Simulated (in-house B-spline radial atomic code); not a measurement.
Values are calculated unless marked as measured or tabulated.
## C6 from the polarisability at imaginary frequency: Zn2+

CAM-B3LYP linear response of the closed shell [Ar] 3d10, from an all-electron radial atomic-structure program (B-spline basis); scalar-relativistic (spin-free one-electron X2C), finite nucleus, no spin-orbit coupling.

The dispersion coefficient of two like species is C6 = (3/π) ∫ α(iu)² du from 0 to ∞.

| u (hartree) | α(iu) (bohr³) |
| --- | --- |
| 0 | 2.839 |
| 0.156 | 2.751 |
| 0.364 | 2.448 |
| 0.624 | 2.032 |
| 1.04 | 1.536 |
| 1.56 | 1.147 |
| 2.34 | 0.8015 |
| 3.64 | 0.5013 |
| 5.2 | 0.3233 |
| 7.79 | 0.1851 |
| 13 | 0.08437 |
| 26 | 0.02638 |

(1) Fit one oscillator, α(iu) = α(0)/(1 + u²/ω²), through u = 2.34 and estimate C6.

(2) How does that compare with the full integral?

Results:

(1) From α(0)/α(iu) − 1 = 2.839/0.8015 − 1 = 2.5421, ω = u/√2.5421 = 1.4676 hartree (39.9 eV). London's formula gives C6 = (3/4) α(0)² ω = 0.75 × 2.839² × 1.4676 = 8.872 hartree·bohr⁶, and the oscillator holds f = α(0) ω² = 6.12 electrons, of a sum of oscillator strengths of 27.8.

(2) The program's quadrature over all excitations gives C6 = 7.613, so the single oscillator is off by +16.5 %. At the last point the fit gives α = 0.00902 against 0.0264: higher excitations, and deeper shells where there are any, keep the true curve higher at large u.
